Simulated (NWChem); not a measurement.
# C2H7Sb; SMILES [CH3][SbH][CH3]

All runs: NWChem. The geometry was optimised at PBE0/def2-SVP. def2 effective core potentials on Sb; no spin-orbit coupling. Level MN15/def2-SVP: energy and gradient on several grids; changes count from the extra-fine grid, which is no exact limit either.

```csv
grid,size of the energy change (μHa),largest change of a gradient component (μHa/bohr),"time, medium = 1 (rough)"
xcoarse,6000,7000,about 1
coarse,100,600,about 1
medium,< 10,300,about 1
fine,< 10,40,about 1
xfine,< 10,< 30,3
```
